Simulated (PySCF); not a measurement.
hydrogen selenide cation (H2Se), SMILES [SeH2] (connectivity only; charge and spin as stated), charge +1, multiplicity 2.

Geometry optimised at B3LYP-D3(BJ)/def2-TZVPD. The multiplicity is an assumed one; other spin states were not compared.

Two levels are set side by side: PBE/def2-TZVPD (PySCF) and M06-2X/def2-TZVPD (PySCF). Same geometry, gas phase. Differences are taken from unrounded values.

| quantity | M06-2X | PBE | PBE minus M06-2X |
|---|---|---|---|
| α-spin orbital gap (eV) | 11.48 | 7.10 | -4.39 |
| β-spin orbital gap (eV) | 7.92 | 3.17 | -4.74 |
| mean polarisability (bohr³) | 20.2 | 20.4 | 0.2 |

Rough cost on one machine, each run with all the roots and properties that it gave: M06-2X against PBE within a factor of 2.
